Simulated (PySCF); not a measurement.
# Shapes and spin states of W₂Cl⁺

These are results of PBE0 in PySCF with Cl def2-TZVP, W def2-TZVP with ECP60; scalar-relativistic core potentials, no spin–orbit coupling; density-fitted integrals, not measurements.

Relaxations began from a few typed shapes and spin states; open shells are unrestricted. The search is not exhaustive: other isomers or separated fragments can lie lower, and high-lying points may rest on an excited occupation.

Question: Which is the lowest minimum found?
A. singlet (closed shell, unstable to spin polarisation) C2v: Cl–W 2.211 Å (×2), W–W 2.464 Å; Cl–W–W 56.1° (×2), W–Cl–W 67.7°
B. broken-symmetry Ms = 0 (⟨S²⟩ 1.30) C2v: Cl–W 2.380 Å (×2), W–W 2.129 Å; Cl–W–W 63.4° (×2), W–Cl–W 53.1°
C. singlet (closed shell, unstable to spin polarisation) C2v: Cl–W 2.403 Å (×2), W–W 2.052 Å; Cl–W–W 64.7° (×2), W–Cl–W 50.6°
D. broken-symmetry Ms = 1 (⟨S²⟩ 5.75) D∞h: Cl–W 2.333 Å (×2); W–Cl–W 180.0°

Answer: B. The others lie at 28.8 (singlet C2v), 451.2 (singlet C2v), 489.4 (broken-symmetry Ms = 1 D∞h, a saddle point) kJ/mol above it.

For the lowest minimum: the determinant is spin-contaminated (⟨S²⟩ = 1.30, pure value 0.00). The spin densities have lower symmetry than the nuclear frame. No spin–orbit coupling is included, which matters more the heavier the element.

The electron or spin density has lower symmetry than the nuclear frame for the broken-symmetry Ms = 1 (⟨S²⟩ 5.75) D∞h at 489.4 kJ/mol.
